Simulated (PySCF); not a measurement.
Run record: EPR job, `[F][Ca]` [radical].

Method: UKS B3LYP, IGLO-III on F, def2-TZVP with a decontracted core on Ca, non-relativistic, mean-field spin-orbit, GIAO (PySCF 2.14.0). Geometry: PBE0-D3(BJ)/def2-SVP. The input is one job of a driver script: a line of settings, then coordinates in Å.

Input:
```
{"job": {"kind": "epr"}, "charge": 0, "multiplicity": 2}
F      0.968211    -0.003757    -0.008111
Ca    -0.962691     0.006297    -0.020189
```

Output:
```
UKS, coarse grid
  cycle   1  E = -777.43789966  |g| = 6.73e-01
  cycle   2  E = -775.85480611  |g| = 2.18e+00
  cycle   3  E = -777.56223882  |g| = 6.28e-02
  cycle   4  E = -777.56408867  |g| = 4.02e-02
  cycle   5  E = -777.56471893  |g| = 9.53e-03
  cycle   6  E = -777.56475919  |g| = 1.32e-03
  cycle   7  E = -777.56476207  |g| = 4.05e-04
UKS, final grid
  cycle   1  E = -777.56485510  |g| = 5.57e-04
  cycle   2  E = -777.56485489  |g| = 1.09e-03
  cycle   3  E = -777.56485525  |g| = 4.16e-05
  cycle   4  E = -777.56485525  |g| = 2.83e-05
internal stability: stable
E = -777.56485525 Eh   <S^2> = 0.7501 (exact 0.7500)
g shifts (ppm)      1          2          3
  rmc           -64        -64        -64
  gc             15         15         11
  oz_so       -1609      -1608          0
  total       -1658      -1658        -54
hyperfine (MHz)  atom isotope    a_iso     a_fc   dipolar eigenvalues
    0   19F     130.23     130.42     -7.85     -7.85     15.70
    1  43Ca    -437.34    -437.53     -9.12      4.56      4.56
```

rmc, gc and oz_so are the mass-correction, gauge-correction and orbital-Zeeman/spin–orbit parts of the g shift along its three principal axes; a_iso is the isotropic hyperfine coupling and a_fc its Fermi-contact part. The program numbers atoms from 0.

Task: Get g_iso from the total shifts.

Result: Their mean is -1123 ppm; added to g_e = 2.002319 it gives 2.00120.

Task: How far is ⟨S²⟩ from the pure-spin value?

Result: S = 0.5 gives S(S+1) = 0.75; the run has 0.7501, 0.0001 more.

In short: ⟨S²⟩ 0.750; g_iso 2.0012.

Geometry: PBE0-D3(BJ)/def2-SVP; no solvent, vibrations or thermal averaging.

Task: Estimate the wall time. Hardware: an x86-64 server with one thread, no GPU, shared host.

Result: About 13 s.
Labels such as C1 count atoms from 1, the log's own numbers from 0.
